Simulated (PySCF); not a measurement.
C₄H₂BrF, SMILES C(=C(\F)C#C)/Br.

Geometry optimised at B3LYP-D3(BJ)/def2-SVP. The structure was generated by enumeration; whether it is a known compound was not checked.

The numbers are results of PySCF with r2SCAN/def2-TZVP, not measurements.

Symmetry labels are those of the subgroup Cs that the program uses (full group Cs).

Computed valence orbital energies around the gap with their symmetry:
```csv
orbital,symmetry,energy (eV)
HOMO−7,A",-12.26
HOMO−6,A',-11.00
HOMO−5,A',-10.20
HOMO−4,A",-9.14
HOMO−3,A",-8.13
HOMO−2,A',-7.93
HOMO−1,A',-7.52
HOMO,A",-6.24
LUMO,A",-2.22
LUMO+1,A',-1.19
LUMO+2,A',-0.58
LUMO+3,A",1.89
```
